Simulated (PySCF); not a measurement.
CH7FO2Si2, SMILES CO[Si@H](F)O[SiH3].

Geometry optimised at r2SCAN-D4/def2-SVP. The structure was generated by enumeration; whether it is a known compound was not checked. One conformer was computed; it need not be the lowest.

Computed with r2SCAN-D4/def2-SVP (PySCF).

Frequencies are harmonic and unscaled.

| mode | ν (cm⁻¹) | IR (km/mol) | moving atoms (share of kinetic energy) |
|---|---|---|---|
| 1 | 30 | 0.2 | H 28 %, O 28 %, Si 26 %, C 17 % |
| 2 | 50 | 1.1 | H 74 %, C 15 % |
| 3 | 57 | 1.5 | F 36 %, Si 28 %, O 21 %, H 14 % |
| 4 | 61 | 1.9 | H 41 %, O 24 %, F 21 %, C 12 % |
| 5 | 81 | 0.6 | H 89 % |
| 6 | 154 | 9.6 | C 35 %, O 33 %, H 23 % |
| 7 | 298 | 22.0 | O 58 %, F 22 %, Si 14 % |
| 8 | 328 | 6.9 | O 46 %, F 28 %, Si 19 % |
| 9 | 443 | 57.4 | O 42 %, Si 35 %, F 14 % |
| 10 | 609 | 11.7 | Si 63 %, O 17 %, H 16 % |
| 11 | 728 | 53.8 | H 83 %, Si 9 % |
| 12 | 740 | 47.3 | H 81 %, O 10 %, Si 9 % |
| 13 | 769 | 4.1 | H 33 %, O 21 %, C 19 %, Si 19 % |
| 14 | 831 | 26.1 | H 72 %, F 22 % |
| 15 | 869 | 337.8 | H 63 %, Si 24 % |
| 16 | 931 | 160.9 | Si 42 %, H 28 %, F 23 % |
| 17 | 950 | 82.8 | H 95 % |
| 18 | 953 | 118.3 | H 93 % |
| 19 | 993 | 386.0 | H 78 %, Si 16 % |
| 20 | 1103 | 391.9 | O 72 %, Si 18 %, H 10 % |
| 21 | 1152 | 180.8 | O 36 %, H 32 %, C 29 % |
| 22 | 1172 | 2.3 | H 76 %, C 18 % |
| 23 | 1211 | 132.3 | H 46 %, O 29 %, C 23 % |
| 24 | 1468 | 2.1 | H 88 %, C 9 % |
| 25 | 1474 | 7.0 | H 97 % |
| 26 | 1477 | 6.0 | H 96 % |
| 27 | 2230 | 94.5 | H 98 % |
| 28 | 2233 | 133.5 | H 96 % |
| 29 | 2252 | 122.3 | H 97 % |
| 30 | 2349 | 112.3 | H 97 % |
| 31 | 3007 | 54.7 | H 97 % |
| 32 | 3096 | 32.2 | H 90 %, C 10 % |
| 33 | 3136 | 24.7 | H 90 %, C 10 % |
